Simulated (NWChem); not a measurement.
BaO; SMILES [O]=[Ba]

```xyz
2

Ba     0.0000     0.0000    -0.1962
O      0.0000     0.0000     1.7727
```
Atoms are numbered in this order, from 1.

All runs use the structure optimised with PBE0-D3(BJ)/def2-TZVP. def2 effective core potentials on Ba; no spin-orbit coupling.

### Question
List the 4 lowest vertical singlet excitations from B3LYP/def2-SVP with def2 effective core potentials on Ba, TDA (NWChem).

### Answer
| state | energy (eV) | oscillator strength | leading excitation (squared amplitude) |
|---|---|---|---|
| S1 | 2.14 | 0.025 | HOMO → LUMO (0.99) |
| S2 | 2.86 | 0.001 | HOMO−1 → LUMO (0.99) |
| S3 | 2.86 | 0.001 | HOMO−2 → LUMO (0.99) |
| S4 | 3.53 | 0.000 | HOMO → LUMO+3 (0.99) |
